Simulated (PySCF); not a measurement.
## Ionisation energy of Ag²⁹⁺ by level of theory

Ag²⁹⁺ [Ar] (1S) → Ag³⁰⁺ [Ne] 3s2 3p5 (2P), as a difference of total energies. All numbers are calculated (PySCF 2.14, scalar relativity by spin-free X2C-1e, in an uncontracted even-tempered set (18 s from 4.1 bohr⁻², ratio 2.5; 12 p from 5.4 bohr⁻², ratio 2.5; 5 d from 26 bohr⁻², ratio 2.7; 4 f from 38 bohr⁻², ratio 2.7)). Correlated levels: outer shells: 1s2 frozen; virtual orbitals above 40 to 60 times the deepest correlated orbital energy dropped. The calculations carry no spin-orbit coupling.

```json
{"method": "UHF", "ionisation energy (eV)": "1760.7"}
{"method": "MP2 (outer shells)", "ionisation energy (eV)": "1761.6"}
{"method": "SCS-MP2 (outer shells)", "ionisation energy (eV)": "1761.5"}
{"method": "CCSD (outer shells)", "ionisation energy (eV)": "1761.5"}
{"method": "CCSD(T) (outer shells)", "ionisation energy (eV)": "1761.5"}
```

A first-order spin-orbit estimate (lowest level to lowest level, LS coupling) adds -12.820 eV.

Breit and QED terms and the two-electron picture change are absent.

For comparison: 1747 ± 5 eV (semi-empirical (NIST evaluation); NIST Atomic Spectra Database, ionization energies).
